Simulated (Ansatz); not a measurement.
Start from `N[Si](N)(N)O` and change one atom or group to get `N[SiH](N)O`.

Ansatz, PBE0-D4/def2-TZVP geometries, multiplicity 1. Each molecule was computed in one conformer, which needn't be the lowest.

```json
{"property": "LUMO energy (ωB97M-V/def2-TZVPP) / eV", "`N[Si](N)(N)O`": "2.15"}
{"property": "HOMO energy (ωB97M-V/def2-TZVPP) / eV", "`N[Si](N)(N)O`": "-9.21"}
{"property": "zero-point energy (PBE0-D4/def2-TZVP) / kJ/mol", "`N[Si](N)(N)O`": "248.3"}
{"property": "LUMO energy (B3LYP/def2-TZVPP) / eV", "`N[Si](N)(N)O`": "0.41"}
{"property": "LUMO energy (PBE0/def2-TZVPP) / eV", "`N[Si](N)(N)O`": "0.78"}
{"property": "HOMO energy (B3LYP/def2-TZVPP) / eV", "`N[Si](N)(N)O`": "-6.57"}
```

(1) What does the change do to each property? (An estimate is asked.)

Answers

(1) The calculation gave: 
```
                                      property  `N[SiH](N)O`  shift
         LUMO energy (ωB97M-V/def2-TZVPP) / eV          2.29   0.14
         HOMO energy (ωB97M-V/def2-TZVPP) / eV         -9.83  -0.62
zero-point energy (PBE0-D4/def2-TZVP) / kJ/mol         200.1  -48.2
           LUMO energy (B3LYP/def2-TZVPP) / eV          0.54   0.13
            LUMO energy (PBE0/def2-TZVPP) / eV          0.91   0.13
           HOMO energy (B3LYP/def2-TZVPP) / eV         -7.17  -0.60
```

With PBE0 the HOMO falls by 0.60 eV and the LUMO rises by 0.13 eV, so the gap widens by about 0.73 eV. PBE moves the HOMO by -0.60 eV and ωB97M-V by -0.62 eV. The zero-point energy changes by -48.2 kJ/mol with -6 modes.

B3LYP here is the variant with VWN-RPA as its local correlation; programs differ in this.
